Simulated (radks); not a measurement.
Species: Li2+. Configuration: 1s0.5 2p0.5 (fractional occupations, a model configuration).

Method: scalar-relativistic Kohn-Sham, XLYP, spin-unpolarised, spherical densities, point nucleus; without spin polarisation the odd electron is poorly described; computed with a radial shooting solver on a logarithmic mesh with Libxc functionals.

Energy parts (eV):
part                    energy
total                  -75.921
kinetic                 75.656
electron-nucleus      -152.045
Hartree                 12.649
exchange-correlation   -12.181

Orbitals (lengths in bohr, moments of r in powers of bohr; <r^-3> diverges for s and p1/2):
orbital  occ.  eigenvalue (eV)   <r^4>  <r^-3>     <r>
1s        0.5        -111.3309  0.2753       -  0.4954
2s          0         -22.7134   47.96       -   2.143
2p        0.5         -21.4715   32.94  0.8880   1.853

The highest occupied level is 2p at -21.471 eV. The configuration is held as typed, so some empty levels lie below it. Summed over all electrons, <r^2> = 2.241 bohr^2, which gives a Langevin (diamagnetic) susceptibility term of -1.77 x 10^-6 cm^3/mol.
